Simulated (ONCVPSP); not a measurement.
Before and after: ONCV potential for Mn

* Element: manganese (Mn)
* Generator: ONCVPSP 4.0.1
* Type: optimised norm-conserving Vanderbilt (ONCV)
* Functional: PBE
* Relativity: scalar-relativistic
* Frozen core: [Ar]
* Valence charge: 7
* Reference configuration: 3d5 4s1 4p1
* Partial waves: 4s: rc 2.75 bohr, ncon 4, nbas 9, qcut 2.4 1/bohr, 3 projectors, debl 1.3 Ha; 4p: rc 3.05 bohr, ncon 4, nbas 7, qcut 2.8 1/bohr, 2 projectors, debl 1.9 Ha; 3d: rc 1.70 bohr, ncon 5, nbas 10, qcut 8.9 1/bohr, 2 projectors, debl 1.7 Ha
* Local potential: polynomial inside 1.60 bohr (lpopt 2, dvloc0 0 Ha)
* Core correction: none

All-electron outer shells of the reference configuration (PBE, scalar-relativistic, ld1.x):

| shell | level (eV) | outermost node (bohr) | outermost maximum (bohr) |
| --- | --- | --- | --- |
| 3s | -87.51 | 0.34 | 0.74 |
| 3p | -56.22 | 0.31 | 0.75 |
| 3d | -8.33 | – | 0.76 |
| 4s | -6.09 | 1.05 | 2.47 |
| 4p | -2.12 | 1.16 | 3.30 |

Change: d: rc 1.54; local potential polynomial inside 1.54 bohr (lpopt 2, dvloc0 0 Ha).

Cutoffs: the cutoffs (Ha) at which the residual kinetic energy of the hardest occupied pseudo-wave falls to 1 and 0.1 mHa per electron; they do not see the model core or the augmentation charge, which bear on the density cutoff. Errors are all-electron minus pseudo energies relative to the spin-unpolarised reference configuration.

What does the change do?

The potential gets harder (34 Ha and 39 Ha → 37 Ha and 101 Ha); the errors of the 3 common tests hardly move; neither file shows a bound ghost. A smaller radius makes the pseudo-wave follow the all-electron one further in, where it bends more sharply, so more plane waves are needed.

```csv
quantity,base,changed
"cutoff, loose",34 Ha,37 Ha
"cutoff, tight",39 Ha,101 Ha
loose cutoff by channel,"s 3.0 Ha, p 1.3 Ha, d 34 Ha","s 3.0 Ha, p 1.3 Ha, d 37 Ha"
bound ghosts,none,none
GHOST(+) flags under 300 eV,s at 126.4 eV,s at 123.5 eV
tests with a reliable result,3 of 4,3 of 4
"error for 3d5 4s2 4p0, meV [ΔE -3.86 eV]",+1.2,+1.0
"error for 3d5 4s1 4p0, meV [ΔE 4.56 eV]",+1.3,+1.1
"error for 3d5 4s0 4p0, meV [ΔE 20.16 eV]",+76,+75
s: phases at 2.79 bohr within 0.05 rad from the reference energy up to (Ha; the scan ends near 5),4.4,4.3
p: phases at 3.10 bohr within 0.05 rad from the reference energy up to (Ha; the scan ends near 5),3.2,3.2
```
